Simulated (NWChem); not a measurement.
Molecule: BeCl2; SMILES [Cl][Be][Cl]

```xyz
3

Be     0.0000     0.0000     0.0000
Cl     0.0000     0.0000     1.8137
Cl     0.0000     0.0000    -1.8137
```
Atoms are numbered in this order, from 1.

Results from NWChem. The geometry was optimised at PBE-D3(BJ)/def2-SVP. B3LYP is NWChem's, with the RPA form of VWN correlation. Vzz is the largest principal value of the second derivative of the potential at the nucleus (NWChem prints the opposite sign); η is the asymmetry. Non-relativistic.

```tsv
level	Vzz Be1 (a.u.)	η Be1	Vzz Cl3 (a.u.)	η Cl3
B3LYP/def2-SVP	-0.114	0.00	1.037	0.00
B3LYP/def2-TZVP	-0.150	0.00	1.112	0.00
Hartree-Fock/def2-TZVP	-0.158	0.00	1.113	0.00
Hartree-Fock/def2-SVP	-0.127	0.00	1.046	0.00
```
